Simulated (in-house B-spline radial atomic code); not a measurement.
## The vanadium ion V⁸⁺: [Ne] 3s2 3p3

Level of theory: non-relativistic M06-L, spin-polarised, spherical fractional occupations, point nucleus; calculated with an all-electron radial atomic-structure program (B-spline basis).

Screening seen three ways: the hydrogenic charge with the same mean radius, Z_r = [3n² - l(l+1)]/(2<r>), the one with the same energy, Z_e = n√(-2ε), and Slater's rules. Values are occupation-weighted means over spin.

```json
{"shell": "1s", "electrons": "2", "ε (eV)": "-5523.3", "<r> (bohr)": "0.06703", "Z_r": "22.38", "Z_e": "20.15", "Slater": "22.70"}
{"shell": "2s", "electrons": "2", "ε (eV)": "-776.93", "<r> (bohr)": "0.3081", "Z_r": "19.47", "Z_e": "15.11", "Slater": "18.85"}
{"shell": "2p", "electrons": "6", "ε (eV)": "-680.83", "<r> (bohr)": "0.2732", "Z_r": "18.30", "Z_e": "14.15", "Slater": "18.85"}
{"shell": "3s", "electrons": "2", "ε (eV)": "-216.39", "<r> (bohr)": "0.8613", "Z_r": "15.67", "Z_e": "11.96", "Slater": "12.80"}
{"shell": "3p", "electrons": "3", "ε (eV)": "-192.85", "<r> (bohr)": "0.8692", "Z_r": "14.38", "Z_e": "11.29", "Slater": "12.80"}
```

The least bound orbital is 3p up at -192.9 eV, and it is also the most diffuse (<r> = 0.8692 bohr).
